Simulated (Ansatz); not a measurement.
Ideal-gas functions of FH$_{3}$NSSi, SMILES `N[SiH](F)[S]` radical at 800 K and 1 bar, from an Ansatz frequency run at PBE0-D4/def2-TZVP.

Molar mass 96.18 g/mol, point group C1 (symmetry number 1), electronic degeneracy 2, moments of inertia 81.483, 140.859, 199.806 u Å². Harmonic wavenumbers (cm⁻¹, unscaled): 151, 210, 268, 317, 360, 530, 707, 835, 836, 893, 951, 1570, 2274, 3618, 3722.

Use S(trans) = R[1.5 ln M + 2.5 ln T − 1.1517]; rotational temperatures θ = 24.2544 K / I; S(rot) = R[ln(√π/σ · √(T³/θAθBθC)) + 1.5]; for each mode x = 1.438777 ν̃/T, S = R[x/(eˣ − 1) − ln(1 − e⁻ˣ)] and H = RT x/(eˣ − 1); 1 cm⁻¹ = 0.0119627 kJ/mol; R = 8.31446 J/(mol·K).

By hand: the entropy, in J/(mol·K).

Translation 186.3. Rotation: θ = 0.2977, 0.1722, 0.1214 K, giving 121.7. Vibration, mode by mode: 19.18, 16.46, 14.46, 13.10, 12.07, 9.02, 6.86, 5.67, 5.67, 5.21, 4.80, 1.99, 0.72, 0.09, 0.08, in all 115.4. Electronic 5.8. Sum 429.2 J/(mol·K).

By hand: H − E and G − E in kJ/mol, counted from the electronic energy.

Zero-point energy ½ × 17242 × 0.0119627 = 103.1; thermal vibration 46.1; translation, rotation and pV give 4 RT = 26.6. H − E = 175.8 kJ/mol, and G − E = 175.8 − 800 × 429.2/1000 = -167.6 kJ/mol.

Vibration gives 27 % of the entropy. The sum counts one conformer and one mirror image; others add a mixing term.
